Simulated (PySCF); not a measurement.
## Worked example: oscillator strength and radiative lifetime

C2H8ClNSi, SMILES C[Si](C)(N)Cl.

Geometry: B3LYP-D3(BJ)/def2-SVP. Other conformers were not sampled.

TDA-PBE/def2-SVPD in PySCF 2.14.0 puts the first singlet state with f over 0.02 at 5.98 eV (vertical), with the transition dipole (0.499, -0.062, 0.000) in atomic units.

Question: Find the oscillator strength, the wavelength and the radiative lifetime that this transition would have in vacuum if emission retraced absorption.

Answer: 
|μ|² = 0.2528 au, so |μ| = 1.28 D. ΔE = 5.98/27.211 = 0.2198 hartree. f = (2/3) ΔE |μ|² = 0.037 (the program prints 0.037).
λ = 1239.84/5.98 = 207 nm; ν = 48232 cm⁻¹.
Einstein's coefficient A = 0.6670 ν² f s⁻¹ (ν in cm⁻¹) = 5.7e7 s⁻¹, so τ = 1/A = 17 ns. This state is S1. The figure is the radiative limit of this one transition; relaxation, internal conversion, crossing to triplets and a medium change what is measured.
